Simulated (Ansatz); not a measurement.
Breaking a bond: NaN, lowest triplet found (which spin is the ground state isn't settled by this scan).

Levels: UKS-PBE0 = Ansatz (a quantum-chemistry and plane-wave program) with unrestricted PBE0/aug-cc-pVDZ; FCI = full CI/aug-cc-pVDZ, frozen core in Ansatz.

Energies relative to the lowest point of each curve between 1.97 and 2.82 Å, where full CI is lowest, in eV:

```csv
R / Å,UKS-PBE0
1.97,0.289
2.08,0.088
2.14,0.033
2.34,0.017
2.48,0.088
2.54,0.128
2.70,0.245
3.17,0.562
3.79,0.823
4.70,0.985
6.84,1.044
8.03,1.046
```

Predict the corresponding FCI column.

1.97: 0.404; 2.08: 0.155; 2.14: 0.077; 2.34: 0.000; 2.48: 0.042; 2.54: 0.072; 2.70: 0.169; 3.17: 0.444; 3.79: 0.630; 4.70: 0.706; 6.84: 0.725; 8.03: 0.726 (eV).

The scan ran from 1.72 to 8.03 Å; beyond the distances shown full CI changes its symmetry label. The unrestricted determinant behind UKS-PBE0 is spin-contaminated at 2.14 to 8.03 Å (<S²> up to 3.0, against 2.00 for a pure triplet). Also computed but left out beside FCI, since their determinant holds another spin at the minimum (<S²> over 0.7 above the pure value): UMP2, UCCSD, UCCSD(T), UCCSDT, UCCSDT(Q), UMP2/6-31G*.
